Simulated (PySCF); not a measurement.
GeO and its ions

PBE0; Ge pcseg-1, O pcseg-1; no relativity (PySCF 2.14). Neutral (UKS): singlet (closed shell), Re = 1.642 Å, ωe = 991 cm⁻¹, De = 6.30 eV, HOMO -8.58 eV, LUMO -2.10 eV.

GeO⁺ (UKS): doublet (π ↑), Re = 1.812 Å, ωe = 712 cm⁻¹, De = 3.50 eV to Ge⁺ + O. The energies at the minima are -2151.62555 hartree for GeO and -2151.22907 for GeO⁺.

(1) Work out the adiabatic ionisation energy, without and with harmonic zero-point energies (1 hartree = 27.2114 eV, 1 eV = 8065.5 cm⁻¹), and the change of the bond length.

Spin–orbit coupling is left out. For an ion De counts to the pair picked by the measured ionisation energies or electron affinities, which need not be the lowest pair at this level. States were picked by a PBE0 search and need not be the measured ground states.

Answers

(1) At PBE0: 0.39648 hartree = 10.789 eV between the minima; the zero-point term (712.0 − 991.0)/2 cm⁻¹ = -0.017 eV makes it 10.771 eV. Re changes by +17.0 pm against the neutral. Minus the HOMO energy is 8.58 eV, -2.21 eV from the value between the minima; self-interaction puts the Kohn–Sham level too high, less so with exact exchange. The electron leaves a π orbital; in so polar a molecule the change of length follows mostly from the change of the ionic charges.
